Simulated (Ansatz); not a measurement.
The same path of CH4BClN2O (10 atoms, charge 0, multiplicity 1) was run twice with different band settings. The coordinate that changes most is the dihedral H9–N4–B5–H10.

Theory: Ansatz 0.2.0, RKS PBE/def2-SVP.

Relaxed end points:

```xyz
10
Properties=species:S:1:pos:R:3
N 0.834 -1.547 -0.669
C 0.795 -0.234 -0.246
O 1.758 0.512 -0.269
N -0.479 0.151 0.263
B -0.824 1.459 0.682
Cl -2.461 1.722 1.312
H -0.009 -2.070 -0.903
H 1.696 -1.831 -1.135
H -1.183 -0.588 0.351
H -0.044 2.375 0.615
```

```xyz
10
Properties=species:S:1:pos:R:3
N 0.882 -1.506 -0.692
C 0.781 -0.196 -0.254
O 1.685 0.614 -0.340
N -0.478 0.080 0.353
B -1.059 1.314 0.754
Cl -0.317 2.884 0.499
H 0.052 -2.045 -0.941
H 1.726 -1.710 -1.228
H -1.041 -0.749 0.562
H -2.148 1.263 1.288
```

Common settings: movable images 7; climbing image yes; spring 5.0 eV/Å²; optimiser quadratic models (default); start path through a guess of the saddle point; iteration limit 60; end points relaxed.

| run | force threshold |
| --- | --- |
| 1 | 0.05 eV/Å |
| 2 | 0.5 eV/Å |

Problem. What does each run give, and how far can it be trusted?

Solution. Run 1: converged after 24 iterations, highest image 0.749 eV above the first end. The profile has 2 maxima (images 2, 4) with wells between them (image 3): this band takes more than one step, which may be the mechanism or a detour left from its start path. A vibrational analysis at the climbing image gives one clearly imaginary mode, 298i cm⁻¹: a first-order saddle point.
Run 2: converged after 8 iterations, highest image 0.825 eV above the first end. The threshold of 0.5 eV/Å is loose, so the images may lie well off the minimum-energy path. The order of the point at the top wasn't checked.
